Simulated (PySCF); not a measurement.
Dipole moment and polarisability across levels of theory

Species: C₂H₅NSSi.
SMILES: `S(CC#N)[SiH3]`

PySCF, dipoles from the SCF density, polarisabilities from static response with core orbitals frozen. Geometry: PBE0-D3(BJ)/def2-SVP, one conformer, isolated molecule.

Problem. How do dipole and polarisability depend on functional and basis here?

Solution. 

```csv
level,μ (D),α (au),anisotropy (au)
LDA/def2-SVPD,3.139,80.15,23.00
PBE/def2-SVPD,3.037,78.84,22.62
B3LYP/def2-SVPD,3.107,76.73,21.27
PBE0/def2-SVPD,3.098,76.08,21.13
BHandHLYP/def2-SVPD,3.178,74.13,19.99
CAM-B3LYP/def2-SVPD,3.147,75.50,20.27
wB97X-D/def2-SVPD,3.129,75.45,20.35
LC-wPBE/def2-SVPD,3.123,73.65,19.46
HF/def2-SVPD,3.265,71.64,18.65
PBE0/6-31G*,2.940,61.29,20.92
PBE0/def2-SVP,2.942,63.14,20.98
PBE0/6-31+G*,3.108,69.40,20.83
PBE0/aug-cc-pVDZ,3.130,77.33,21.70
PBE0/def2-TZVP,3.139,72.10,22.25
PBE0/def2-TZVPD,3.142,77.32,21.61
```

The anisotropy is √(½[(α1 − α2)² + (α2 − α3)² + (α3 − α1)²]). The dipole runs from 2.94 D (PBE0/6-31G*) to 3.27 D (HF/def2-SVPD). No reference polarisability is at hand; against PBE0 in the largest diffuse basis at hand (def2-TZVPD) the other PBE0 rows deviate by 6-31G* -21%, def2-SVP -18%, 6-31+G* -10%, def2-SVPD -2%, aug-cc-pVDZ 0%, def2-TZVP -7%. In one basis (def2-SVPD) the functionals order the polarisability from HF (lowest) to LDA (highest), a spread of 12%. With PBE0 the polarisability is 65.51 au without diffuse functions (mean of 6-31G*, def2-SVP and def2-TZVP) and 75.03 au with them (mean of 6-31+G*, def2-SVPD, aug-cc-pVDZ and def2-TZVPD).
